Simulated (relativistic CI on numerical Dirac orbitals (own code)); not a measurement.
Hyperfine structure of Sn XXX, mass number 119

Method of calculation: Dirac-Coulomb-Breit CI, KLI orbitals optimised for each configuration, QED by a radiative potential, unscaled Slater integrals (own radial code, finite nucleus).

Configuration list (outside the closed core [Ne]): 3s²3p⁶3d³, 3s²3p⁵3d⁴, 3s3p⁶3d⁴, 3s²3p⁶3d²4s, 3s²3p⁶3d²4p, 3s²3p⁶3d²4d, 3s²3p⁵3d³4s, 3s²3p⁶3d²4f, 3s²3p⁵3d³4p, 3s3p⁶3d³4s, 3s²3p⁶3d4s4p, 3p⁶3d⁵, 3p⁵3d⁶, 3p⁵3d⁵4s, 3s²3p⁶3d4s², 3s²3p⁶4s²4p, 3s²3p⁶4s²4d, 3p⁶3d⁴4s, 3p⁵3d⁴4s². Double excitations out of closed p, d and f shells are left out; levels of such configurations are missing from the list, as are those of other unlisted configurations, and high levels can miss mixing partners. These lack a partner that the ground configuration has and come out too high: 3s²3p⁵3d³4p.

Nuclear spin I = 1/2, μ = -1.0459 μN (tables of Stone and Pyykkö). The electronic factors are computed for point nuclear moments, without core polarisation or the Bohr-Weisskopf and QED corrections.

| Level | E (cm⁻¹) | A (MHz) |
| --- | --- | --- |
| 3s²3p⁶3d³ ⁴F3/2 | 0.0 | -49600 |
| 3s²3p⁶3d³ ⁴F5/2 | 52919.7 | -29740 |
| 3s²3p⁶3d³ ⁴F7/2 | 87144.5 | -28320 |
| 3s²3p⁶3d³ ⁴P1/2 | 117877.9 | 17900 |
| 3s²3p⁶3d³ ²G7/2 | 163334.0 | -29900 |
| 3s²3p⁶3d³ ²H9/2 | 171648.3 | -27430 |
| 3s²3p⁶3d³ ⁴P5/2 | 175576.8 | -12660 |
| 3s²3p⁶3d³ ²P1/2 | 211737.0 | 3588 |

Levels with J = 0, under 50 % of one LS term, or S terms without an open s electron are left out. Small factors come from cancelling terms and can be off by tens of per cent or more.

At this charge energies of transitions that change n are usually good to better than 1 %, and those within a shell (Δn = 0) to a few per cent. Terms inside the open d or f shell come out 10 to 20 % too wide with unscaled integrals.

(1) Give the hyperfine levels of 3s²3p⁶3d³ ⁴F3/2 relative to its centre of gravity.

Results:

(1) With K = F(F + 1) − I(I + 1) − J(J + 1), E = AK/2: F = 1: 62000, F = 2: -37200 MHz.

LS names give the leading component of a level, which can be under half, so a name can repeat, a term be missing and a line seem to break the LS rules.
